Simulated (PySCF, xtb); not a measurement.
C3H8As, SMILES [CH2][As](C)C, multiplicity 2.

Harmonic wavenumbers (cm⁻¹) from xtb with GFN2-xTB at its own minimum, in rising order: 118, 137, 192, 198, 216, 250, 546, 563, 592, 678, 708, 753, 813, 827, 837, 1285, 1297, 1373, 1446, 1454, 1454, 1460, 2988, 2990, 2996, 3000, 3001, 3003, 3026, 3055.

Task: What does PBE-D3(BJ)/def2-SVP (PySCF 2.14.0) give at its own minimum? (The exact figures need the calculation; the answer reports its results.)

Result: 138, 146, 174, 199, 205, 231, 495, 553, 569, 629, 704, 755, 820, 843, 864, 1200, 1214, 1308, 1380, 1382, 1390, 1392, 2979, 2981, 3060, 3093, 3093, 3098, 3099, 3180. Paired by order, the mean absolute difference is 44 cm⁻¹ and the zero-point energies are 59.0 and 58.9 kcal/mol.
